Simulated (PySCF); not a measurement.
## Electric properties by functional and basis

Compound: C₂H₇FGeO.
Numbering: `[CH3:1][O:2][Ge@H:3]([CH3:4])[F:5]` (hydrogens: H6, H7, H8 on C1; H9 on Ge3; H10, H11, H12 on C4)

Geometry (PBE0-D3(BJ)/def2-SVP, Å), atoms numbered from 1 in this order:
```xyz
12
C2H7FGeO angstrom
C      1.8264   -0.5317   -1.0554
O      0.4537   -0.5430   -0.7658
Ge    -0.1868    0.3679    0.6034
C     -2.0883    0.0927    0.6258
F      0.1448    2.0532    0.2807
H      2.4486   -0.7779   -0.1731
H      2.0277   -1.2901   -1.8279
H      2.1602    0.4477   -1.4422
H      0.6232    0.0437    1.8713
H     -2.5596    0.7212    1.3939
H     -2.5019    0.3512   -0.3588
H     -2.3082   -0.9632    0.8387
```

PySCF, dipoles from the SCF density, polarisabilities from static response with core orbitals frozen. One conformer (not necessarily the lowest) at the PBE0-D3(BJ)/def2-SVP geometry, without solvent, vibrations or thermal averaging. Relativistic effects, spin–orbit coupling among them, are left out although an element past zinc is present.

The anisotropy is √(½[(α1 − α2)² + (α2 − α3)² + (α3 − α1)²]).

```json
{"level": "PBE/def2-SVPD", "μ (D)": "1.927", "α (au)": "61.68", "anisotropy (au)": "17.26"}
{"level": "B3LYP/def2-SVPD", "μ (D)": "2.008", "α (au)": "59.26", "anisotropy (au)": "16.00"}
{"level": "PBE0/def2-SVPD", "μ (D)": "2.018", "α (au)": "58.46", "anisotropy (au)": "15.68"}
{"level": "BHandHLYP/def2-SVPD", "μ (D)": "2.098", "α (au)": "56.25", "anisotropy (au)": "14.56"}
{"level": "CAM-B3LYP/def2-SVPD", "μ (D)": "2.044", "α (au)": "58.23", "anisotropy (au)": "15.03"}
{"level": "wB97X-D/def2-SVPD", "μ (D)": "2.028", "α (au)": "57.92", "anisotropy (au)": "14.90"}
{"level": "LC-wPBE/def2-SVPD", "μ (D)": "2.029", "α (au)": "56.78", "anisotropy (au)": "14.04"}
{"level": "PBE0/6-31G*", "μ (D)": "1.824", "α (au)": "48.08", "anisotropy (au)": "13.67"}
{"level": "PBE0/def2-SVP", "μ (D)": "1.830", "α (au)": "49.06", "anisotropy (au)": "14.50"}
{"level": "PBE0/aug-cc-pVDZ", "μ (D)": "1.986", "α (au)": "59.69", "anisotropy (au)": "16.57"}
{"level": "PBE0/def2-TZVP", "μ (D)": "1.908", "α (au)": "55.97", "anisotropy (au)": "15.60"}
{"level": "PBE0/def2-TZVPD", "μ (D)": "1.969", "α (au)": "59.61", "anisotropy (au)": "16.38"}
```

The dipole runs from 1.82 D (PBE0/6-31G*) to 2.10 D (BHandHLYP/def2-SVPD). No reference polarisability is at hand; against PBE0 in the largest diffuse basis at hand (def2-TZVPD) the other PBE0 rows deviate by 6-31G* -19%, def2-SVP -18%, def2-SVPD -2%, aug-cc-pVDZ 0%, def2-TZVP -6%. In one basis (def2-SVPD) the functionals order the polarisability from BHandHLYP (lowest) to PBE (highest), a spread of 10%. With PBE0 the polarisability is 51.04 au without diffuse functions (mean of 6-31G*, def2-SVP and def2-TZVP) and 59.25 au with them (mean of def2-SVPD, aug-cc-pVDZ and def2-TZVPD).

Without π bonds the low states are Rydberg-like; a valence basis with one diffuse set may place them up to an eV too high.
